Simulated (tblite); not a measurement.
Start geometry of `[SiH2]OC[C@H]1CCOC1` [radical] from a force field or distance geometry (Å):
```
atom  x, y, z in Å
Si1    3.4927    0.9639   -0.2593
O2     1.8307    1.0179   -0.0341
C3     1.1783   -0.1879    0.3709
C4    -0.3160    0.1238    0.5104
C5    -1.0113    0.5226   -0.7565
C6    -2.4661    0.2636   -0.4217
O7    -2.4783   -0.8407    0.4900
C8    -1.1297   -1.0827    0.9438
H9     3.7806   -0.0364   -1.3129
H10    4.1152    0.4960    1.0010
H11    1.3200   -0.9688   -0.3889
H12    1.5629   -0.5422    1.3292
H13   -0.4570    0.9284    1.2579
H14   -0.8223    1.5615   -1.0580
H15   -0.7056   -0.1156   -1.5911
H16   -3.0690    0.0281   -1.2862
H17   -2.9069    1.1273    0.0947
H18   -0.7927   -2.0170    0.4624
H19   -1.1352   -1.2326    2.0293
```

What comes out of this run: GFN2-xTB geometry optimisation, gas phase in tblite 0.8.0?

```
atom  x, y, z in Å
Si1    3.4797    0.9658   -0.2551
O2     1.8874    0.8508    0.0205
C3     1.1424   -0.2868    0.3682
C4    -0.3184    0.1014    0.5386
C5    -1.0034    0.5339   -0.7601
C6    -2.4727    0.2721   -0.4377
O7    -2.5061   -0.8208    0.4692
C8    -1.2088   -1.0665    0.9782
H9     3.9048    0.1631   -1.3948
H10    4.2700    0.6961    0.9390
H11    1.2439   -1.0498   -0.4144
H12    1.5271   -0.7087    1.3056
H13   -0.3769    0.9135    1.2692
H14   -0.8087    1.5723   -1.0157
H15   -0.6726   -0.1026   -1.5825
H16   -3.0654    0.0060   -1.3168
H17   -2.9307    1.1482    0.0423
H18   -0.8309   -2.0121    0.5615
H19   -1.2706   -1.1667    2.0656
```

The energy falls by 0.175 eV over 47 L-BFGS steps, the largest force on an atom goes from 1.43 to 0.010 eV/Å, and the atoms move by 0.121 Å rms after alignment. The bond that changes most is Si1–O2 (ends: silicon bonded to O and 2 H; oxygen bonded to C and Si), which shortens by 0.058 Å. Bonds longer at the end by more than 0.005 Å: 5 of 19; shorter: 9. Among the angles that change most is Si1–O2–C3, from 117.6° to 128.4°. Rotational constants go from 5704, 715.4, 661.2 to 5744, 710.2, 656.2 MHz. The orientation of the end geometry is arbitrary; only internal coordinates are fixed.

Time: 0.76 s. Hardware: one thread, Intel Xeon Platinum 8375C at 2.90 GHz (x86_64), no GPU, shared host with 128 logical CPUs at a one-minute load of 107.

GFN2-xTB frequencies show an imaginary mode (44i cm⁻¹), so the point is no minimum at that level. 2 starts were optimised and ended at 0.00 and 0.64 kcal/mol (GFN2-xTB); the lowest of these is shown.

One conformer stands for the species.

All values are computed, not measured.
